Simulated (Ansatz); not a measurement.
Relaxation of H₄Sn (5 atoms, charge 0, multiplicity 1), to a largest force component of 0.03 eV/Å in at most 50 steps.

All numbers below come from RKS PBE/def2-SVP (Ansatz).

```xyz
5
Properties=species:S:1:pos:R:3:forces:R:3
Sn 0.111 0.000 0.079 0.79 0.00 0.56
H 0.726 0.000 1.688 -1.22 0.00 0.91
H 1.833 0.000 0.122 0.45 0.00 -1.46
H -0.625 1.451 -0.442 -0.01 0.00 -0.01
H -0.625 -1.451 -0.442 -0.01 0.00 -0.01
```

**Question.** Where does it end, and by what steps?

**Answer.** The run converged. After 4 steps the energy has fallen by 0.841 eV; H2 moved furthest, 0.50 Å.

| step | energy less start (eV) | largest force component (eV/Å) | accepted |
| --- | --- | --- | --- |
| 0 | 0.0000 | 1.457 | yes |
| 1 | -0.5224 | 0.838 | yes |
| 2 | -0.7906 | 0.307 | yes |
| 3 | -0.8393 | 0.110 | yes |
| 4 | -0.8413 | 0.001 | yes |

```xyz
5
Properties=species:S:1:pos:R:3
Sn 0.284 0.000 0.201
H 0.284 0.000 1.926
H 1.910 0.000 -0.374
H -0.529 1.408 -0.374
H -0.529 -1.408 -0.374
```

Whether the end is a true minimum wasn't checked by a vibrational analysis.

The run took 2 s on 1 thread of AMD EPYC 9R45 96-Core Processor (Zen 5), with other jobs on the host, peak memory 0.11 GiB.
